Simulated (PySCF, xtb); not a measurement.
Nb(NH)(Cl)2(OMe) (CH4Cl2NNbO), SMILES C[O][Nb]([Cl])([Cl])=[NH], multiplicity 1. Other conformers were not sampled.

Harmonic wavenumbers (cm⁻¹) from GFN2-xTB (xtb 6.7.1) at its own minimum, in rising order: 28, 57, 79, 113, 137, 152, 221, 242, 316, 332, 435, 618, 634, 911, 1129, 1133, 1160, 1400, 1450, 1452, 2895, 2904, 2915, 3348.

What does PySCF with B3LYP-D3(BJ)/def2-SVP give at its own minimum? (Estimate from the structure and the level; the computed values follow.)

69, 89, 95, 102, 161, 187, 232, 293, 392, 424, 569, 584, 601, 1013, 1154, 1167, 1179, 1459, 1462, 1464, 3011, 3103, 3110, 3617. Paired by order, the mean absolute difference is 68 cm⁻¹ and the zero-point energies are 34.4 and 36.5 kcal/mol.
